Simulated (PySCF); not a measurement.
Si(Br)(OH)2(NH2) (BrH₄NO₂Si), SMILES N[Si](O)(Br)O.

Coordinates come from a PBE0-D3(BJ)/def2-SVP optimisation. The structure was generated by enumeration, and PubChem lists no compound with its InChIKey, so it may never have been made. Other conformers were not sampled.

All values below come from TDA-LC-ωPBE/def2-SVPD (PySCF).

Vertical excitations. 

```csv
state,energy (eV),λ (nm),f,main pairs
S1,7.49,165,0.070,HOMO→LUMO 68 %
S2,7.87,158,0.038,"HOMO−1→LUMO 55 %, HOMO−1→LUMO+1 16 %, HOMO−1→LUMO+7 14 %"
S3,8.01,155,0.049,"HOMO−2→LUMO 27 %, HOMO→LUMO+1 23 %, HOMO→LUMO+3 11 %, HOMO→LUMO+7 8 %"
S4,8.57,145,0.006,"HOMO−1→LUMO 17 %, HOMO−1→LUMO+6 14 %, HOMO−3→LUMO 12 %, HOMO−1→LUMO+1 11 %"
S5,8.69,143,0.075,"HOMO−2→LUMO 19 %, HOMO→LUMO+2 17 %, HOMO→LUMO+4 11 %, HOMO→LUMO+6 9 %"
S6,8.85,140,0.092,HOMO−3→LUMO 42 %
S7,9.01,138,0.035,"HOMO→LUMO+3 18 %, HOMO→LUMO+10 13 %, HOMO→LUMO+4 7 %, HOMO→LUMO+6 6 %"
S8,9.09,136,0.042,"HOMO→LUMO+10 18 %, HOMO→LUMO+2 16 %, HOMO→LUMO+6 15 %, HOMO−2→LUMO 15 %"
S9,9.17,135,0.091,"HOMO−4→LUMO 12 %, HOMO−5→LUMO 11 %, HOMO−1→LUMO+6 10 %, HOMO−3→LUMO+2 9 %"
S10,9.25,134,0.029,"HOMO→LUMO+2 21 %, HOMO→LUMO+8 14 %, HOMO→LUMO+5 7 %, HOMO→LUMO+3 6 %"
T1,7.03,176,0,HOMO→LUMO 55 %
T2,7.34,169,0,"HOMO−1→LUMO 37 %, HOMO−1→LUMO+7 22 %, HOMO−1→LUMO+1 16 %, HOMO−1→LUMO+6 8 %"
T3,7.46,166,0,"HOMO−2→LUMO 23 %, HOMO→LUMO+1 20 %, HOMO→LUMO+7 10 %, HOMO→LUMO+3 9 %"
T4,8.12,153,0,"HOMO−1→LUMO 14 %, HOMO−3→LUMO 10 %, HOMO−2→LUMO 7 %, HOMO−1→LUMO+2 7 %"
```
Triplets are in the Tamm–Dancoff approximation.
